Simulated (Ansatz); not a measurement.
C2H7FSi2 (`F[SiH2]/C=C\[SiH3]`) from Hartree–Fock to CCSD(T)

```xyz
12

F     1.4307    0.8633   -1.1281
Si   -0.0839    0.8918   -1.6523
C    -1.1538   -0.0364   -0.4621
C    -0.7845   -0.5894    0.6988
Si    0.9108   -0.5988    1.5130
H    -0.1183    0.2602   -2.9952
H    -0.5039    2.3114   -1.7622
H    -2.1997   -0.1380   -0.7633
H    -1.5597   -1.1069    1.2666
H     1.4185    0.7783    1.7347
H     1.8952   -1.3733    0.7158
H     0.7485   -1.2622    2.8342
```

The species carries charge 0 and has multiplicity 1. The structure was optimised at the PBE0-D4/def2-TZVP level. It is one conformer, not always the lowest. Frozen core, restricted reference, Ansatz 0.2.0. CBS rows extrapolate triple and quadruple zeta; past MP2 they add the triple-zeta difference.

| basis | HF (Eh) | MP2 corr. |
| --- | --- | --- |
| def2-TZVPP | -757.25382 | -0.81900 |
| def2-QZVPP | -757.28040 | -0.88261 |

(1) Estimate the CCSD correlation energy and the (T) correction in each basis where they were run (hartree).

Answers

(1) 
| basis | CCSD corr. | (T) |
| --- | --- | --- |
| def2-TZVPP | -0.87209 | -0.03272 |
| CBS(def2) | -0.98282 | as TZ |
